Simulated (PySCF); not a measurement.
# Electric field gradients and quadrupole coupling constants

Compound: C7H18BNO.
Numbering: `[CH3:1][CH2:2][O:3][C@H:4]1[CH2:5][CH2:6][BH2-:7][N+:8]1([CH3:9])[CH3:10]` (hydrogens: H11, H12, H13 on C1; H14, H15 on C2; H16 on C4; H17, H18 on C5; H19, H20 on C6; H21, H22 on B7; H23, H24, H25 on C9; H26, H27, H28 on C10)

Geometry (PBE0-D3(BJ)/def2-SVP, Å), atoms numbered from 1 in this order:
```
atom  x, y, z in Å
C1     3.951   -0.820   -0.544
C2     3.154   -0.306    0.637
O3     1.836   -0.801    0.669
C4     0.933   -0.241   -0.225
C5     0.412   -1.187   -1.297
C6    -0.944   -0.626   -1.765
B7    -1.266    0.626   -0.763
N8    -0.276    0.256    0.501
C9     0.044    1.415    1.338
C10   -0.871   -0.803    1.333
H11    3.531   -0.467   -1.498
H12    4.993   -0.470   -0.487
H13    3.952   -1.920   -0.556
H14    3.617   -0.631    1.582
H15    3.145    0.802    0.646
H16    1.360    0.664   -0.695
H17    1.166   -1.273   -2.095
H18    0.334   -2.192   -0.850
H19   -1.711   -1.416   -1.739
H20   -0.893   -0.287   -2.810
H21   -2.402    0.726   -0.312
H22   -0.837    1.701   -1.179
H23    0.486    2.198    0.709
H24    0.744    1.129    2.139
H25   -0.883    1.805    1.776
H26   -0.133   -1.179    2.055
H27   -1.216   -1.624    0.695
H28   -1.741   -0.384    1.853
```

Field gradients from the PBE0/pcSseg-1 density (PySCF, non-relativistic), principal values in atomic units, ordered |Vxx| ≤ |Vyy| ≤ |Vzz|:

| atom | Vxx | Vyy | Vzz |
| --- | --- | --- | --- |
| O3 | -0.1185 | -1.8633 | 1.9818 |
| B7 | -0.1184 | -0.1268 | 0.2452 |
| N8 | 0.2938 | 0.3293 | -0.6231 |

**Question.** Find the asymmetry η = (Vxx − Vyy)/Vzz and the couplings χ = eQV/h (234.96 MHz × Q in barn × V in au), with Q(17O) = −0.0256 b, Q(11B) = 0.04059 b, Q(14N) = 0.02044 b.

**Answer.** 
```json
{"atom": "O3", "environment": "ether oxygen", "nucleus": "17O", "η": "0.88", "χzz (MHz)": "-11.92", "χxx (MHz)": "0.71", "χyy (MHz)": "11.21"}
{"atom": "B7", "environment": "four-coordinate boron", "nucleus": "11B", "η": "0.03", "χzz (MHz)": "2.339", "χxx (MHz)": "-1.129", "χyy (MHz)": "-1.210"}
{"atom": "N8", "environment": "nitrogen bonded to B and 3 C", "nucleus": "14N", "η": "0.06", "χzz (MHz)": "-2.992", "χxx (MHz)": "1.411", "χyy (MHz)": "1.582"}
```

The gradient is axial or nearly so (η below 0.05) at B7. The tensor is traceless: Vxx + Vyy + Vzz = 0.

**Question.** What is Vzz at O3 in SI units (1 au = 9.71736 × 10²¹ V/m²)?

**Answer.** 1.9818 au = 19.258 × 10²¹ V/m².

**Question.** And the gradient at the other heavy atoms, for which no coupling is worked out here?

**Answer.** 
| atom | environment | Vzz (au) | η |
| --- | --- | --- | --- |
| C1 | methyl carbon | 0.037 | 0.60 |
| C2 | sp3 carbon bound to oxygen | 0.400 | 0.16 |
| C4 | sp3 carbon bound to oxygen | -0.375 | 0.72 |
| C5 | ring CH2 carbon | 0.087 | 0.17 |
| C6 | sp3 carbon bound to boron | -0.201 | 0.83 |
| C9 | N-methyl carbon | 0.302 | 0.07 |
| C10 | N-methyl carbon | 0.326 | 0.02 |

Were the hydrogens deuterons (Q(2H) = 0.00286 b), χzz would run from 126 kHz (H22) to 201 kHz (H20).

The structure is a single PBE0-D3(BJ)/def2-SVP conformer in the gas phase; no vibrational or solvent corrections. These gradients aren't converged with respect to the basis.
